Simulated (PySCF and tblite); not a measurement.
The numbers below are computed, except where a source is named.
2 E/Z isomers of C3H10Ge2, numbered alike:

```json
{"isomer": "A", "SMILES": "[CH3:1]/[C:2]([GeH3:3])=[CH:4]/[GeH3:5]", "descriptors": "2=4 Z"}
{"isomer": "B", "SMILES": "[CH3:1]/[C:2]([GeH3:3])=[CH:4]\\[GeH3:5]", "descriptors": "2=4 E"}
```

Protocol: conformer search, at most 6 conformers an isomer, GFN2-xTB geometries, energies PBE0/def2-SVP (IEF-PCM, water) (D3(BJ) added where defined), GIAO shieldings WP04/pcSseg-1 (IEF-PCM, water), weights at 298.15 K with GFN2-xTB thermal terms. Programs: PySCF with density fitting and tblite.

Question: What shifts does each isomer give (ppm)?

Answer: 
A: ¹H (against TMS): 6.58 (H4, 1H), 2.23 (H1, 3H). ¹³C (against TMS): 168.8 (C2), 140.7 (C4), 35.3 (C1).

B: ¹H (against TMS): 6.14 (H4, 1H), 2.20 (H1, 3H). ¹³C (against TMS): 167.4 (C2), 139.6 (C4), 30.5 (C1). H not on carbon is left out.

Question: Which carbons tell the isomers apart best?

Answer: C1: 35.3 in A, 30.5 in B ppm.

Spin–orbit effects of the heavy atoms on shieldings are missing. Shifts are unscaled: against experiment ¹³C can be off by 15 ppm or more and ¹H by 0.8 ppm.
